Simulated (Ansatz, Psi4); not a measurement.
Psi4 was given this input:
```
memory 2 GB

molecule mol {
0 2
C     0.254734   -2.470618   -1.616803
C     0.434582   -1.475765   -0.812492
Si    0.012751    0.092787    0.081360
O     1.230866    1.158901   -0.012296
C     2.522620    1.023006    0.505283
O    -0.272181   -0.213391    1.647685
C    -1.322541   -0.956406    2.193020
O    -1.303006    0.848188   -0.514217
C    -1.422361    1.494881   -1.747079
H     0.996430   -3.251710   -1.753980
H    -0.641700   -2.615329   -2.220873
H     2.489256    0.776501    1.567581
H     3.038227    1.973990    0.365948
H     3.064342    0.234382   -0.022327
H    -1.218138   -2.012751    1.932971
H    -2.284254   -0.596972    1.823545
H    -1.281741   -0.843746    3.277069
H    -2.363182    2.046846   -1.743316
H    -1.433258    0.764967   -2.561014
H    -0.592136    2.184628   -1.905591
}

set {
  basis sto-3g
  reference uhf
  freeze_core true
  mp2_type conv
  scf_type pk
  puream true
  d_convergence 1e-8
}

energy('mp2')
print_variables()
```

**Question.** Give the equivalent Ansatz (a quantum-chemistry and plane-wave program) input.

**Answer.** This is not unique; one that fits is 
Ansatz 0.2 input:
```yaml
crystal:
  periodic: [false, false, false]
  atoms:
    - {symbol: C, position_ang: [0.25473358, -2.47061805, -1.61680251]}
    - {symbol: C, position_ang: [0.43458151, -1.47576521, -0.81249238]}
    - {symbol: Si, position_ang: [0.01275147, 0.09278746, 0.08135978]}
    - {symbol: O, position_ang: [1.23086558, 1.15890089, -0.01229605]}
    - {symbol: C, position_ang: [2.52262048, 1.02300604, 0.50528301]}
    - {symbol: O, position_ang: [-0.27218109, -0.21339121, 1.64768540]}
    - {symbol: C, position_ang: [-1.32254073, -0.95640572, 2.19301956]}
    - {symbol: O, position_ang: [-1.30300575, 0.84818837, -0.51421680]}
    - {symbol: C, position_ang: [-1.42236083, 1.49488080, -1.74707950]}
    - {symbol: H, position_ang: [0.99642972, -3.25171015, -1.75398004]}
    - {symbol: H, position_ang: [-0.64169987, -2.61532883, -2.22087272]}
    - {symbol: H, position_ang: [2.48925587, 0.77650130, 1.56758066]}
    - {symbol: H, position_ang: [3.03822725, 1.97398997, 0.36594804]}
    - {symbol: H, position_ang: [3.06434248, 0.23438162, -0.02232683]}
    - {symbol: H, position_ang: [-1.21813836, -2.01275110, 1.93297092]}
    - {symbol: H, position_ang: [-2.28425438, -0.59697246, 1.82354500]}
    - {symbol: H, position_ang: [-1.28174078, -0.84374650, 3.27706891]}
    - {symbol: H, position_ang: [-2.36318200, 2.04684569, -1.74331578]}
    - {symbol: H, position_ang: [-1.43325809, 0.76496654, -2.56101375]}
    - {symbol: H, position_ang: [-0.59213621, 2.18462818, -1.90559112]}
basis:
  gaussian:
    orbitals: STO-3G
magnetization: {spin_polarized: true, initial_magnetization: 1}
correlation: {method: mp2, electrons: outside_noble_gas}
accuracy: high
```

Both were run: Psi4 gave -700.907442 Eh and Ansatz -700.907442 Eh, 0.000 mEh apart.
